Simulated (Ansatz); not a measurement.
The cluster As₇⁻. Total charge -1; singlet. Geometry PBE0-D4/def2-SVPD, basis def2-SVP, Ansatz.

Cartesian coordinates in Å:
```
As 0.810 -1.207 1.498
As -0.386 0.081 -1.902
As 1.287 1.730 -1.243
As -1.572 -1.548 1.304
As -0.992 1.708 -0.202
As 0.987 1.234 1.127
As -0.133 -1.998 -0.581
```

```tsv
run	HOMO (eV)	LUMO (eV)
A	-0.58	1.95
B	0.59	1.68
C	-0.25	1.52
D	0.28	1.40
E	0.05	1.29
```

Another isomer (singlet) lies 0.42 eV lower at PBE0-D4/def2-SVP; other spin states weren't run for this one.

**Question.** The runs used BLYP, PBE, PBE0, r2SCAN, r2SCANh. Estimate which is which.

**Answer.** A PBE0 (25 % exact exchange); B BLYP (0 % exact exchange); C r2SCANh (10 % exact exchange); D PBE (0 % exact exchange); E r2SCAN (0 % exact exchange). Exact exchange lowers occupied and raises empty levels; among semilocal functionals meta-GGAs tend to open the gap a little, and such runs are hard to tell apart. The gap grows from 1.08 eV (BLYP) to 2.53 eV (PBE0). At BLYP-D4/def2-SVP, PBE-D4/def2-SVP, r2SCAN-D4/def2-SVP the highest occupied level of the charge -1 singlet lies above zero (up to 0.59 eV). The electron is either unbound and held by the finite basis, or the level is raised by self-interaction error.
